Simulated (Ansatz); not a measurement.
## Cost against result

Saddle point of SiH$_{4}$SOF$_{2}$, closed shell (SiH₂OF₂ ([OH][SiH]([F])[F]) + H₂S → SiH₂SF₂ ([F][SiH]([F])[SH]) + H₂O; bonds formed: Si1–S7, O2–H6; bonds broken: Si1–O2, H6–S7), PBE0-D4/def2-TZVP structure:

```xyz
9
angstrom
Si -0.5190 0.4948 0.3786
O 0.6701 -0.8147 0.5657
F -1.9946 -0.0101 0.0640
F -0.6606 0.5990 1.9892
H -0.0926 1.8712 0.1013
H 0.6888 -1.0785 -0.5143
S 0.0739 -0.1896 -1.9086
H 0.6422 -1.4230 1.3166
H 1.1919 0.5508 -1.9923
```

Barriers are electronic and count from the start structure reached by relaxing down the imaginary mode.

Computed with Ansatz 0.2.0 (basis: as named in each row); correlated methods freeze the cores. B3LYP uses VWN-RPA correlation. Extrapolation: Hartree–Fock as exp(−7.88 √X), correlation as X^−2.97.

Times are rough, for one single point on 4 threads of a shared host (Arm Neoverse V1).

The estimate by CCSD(T) at an estimated basis limit (MP2 extrapolated from triple and quadruple zeta, plus CCSD(T) − MP2 in triple zeta) is 143.7 kJ/mol.

```tsv
method	basis	time (s)	barrier (kJ/mol)	method less estimate
HF	STO-3G	under 1	170.3	26.6
PBE-D4	STO-3G	under 1	5.8	-137.8
SPW92	def2-SVP	under 1	48.1	-95.5
PBE-D4	def2-SVP	under 1	88.6	-55.0
B3LYP-D4	6-31G	under 1	71.8	-71.8
PBE0-D4	def2-SVP	under 1	102.9	-40.8
SPW92	def2-TZVPP	1	68.9	-74.8
PBE-D4	def2-TZVPP	2	106.8	-36.9
BLYP-D4	def2-TZVPP	2	133.3	-10.3
B3LYP-D4	def2-TZVPP	2	141.9	-1.8
BHLYP-D4	def2-TZVPP	2	158.2	14.5
PBE0-D4	def2-TZVPP	3	120.6	-23.0
CAM-B3LYP-D4	def2-TZVPP	3	144.5	0.9
CCSD(T)	def2-SVP	4	151.2	7.6
r2SCAN-D4	def2-TZVPP	4	119.6	-24.1
RPA on PBE	def2-TZVPP	4	153.3	9.7
wB97M-V	def2-SVP	4	114.3	-29.3
r2SCAN0-D4	def2-TZVPP	4	128.6	-15.1
PBE-QIDH	def2-TZVPP	5	133.5	-10.1
B2PLYP	def2-TZVPP	5	147.4	3.7
wB97X-V	def2-TZVPP	7	140.2	-3.4
B97M-V	def2-TZVPP	8	139.0	-4.7
wB97M-V	def2-TZVPP	8	135.3	-8.4
MP2	def2-QZVPP	17	138.8	-4.8
CCSD(T)	def2-TZVPP	130	149.4	5.8
```

All methods are single points on the PBE0-D4 structures.

No T1 diagnostic of these runs exceeds 0.012.

Labels in which every atom is bracketed show which atoms are joined, not bond orders.
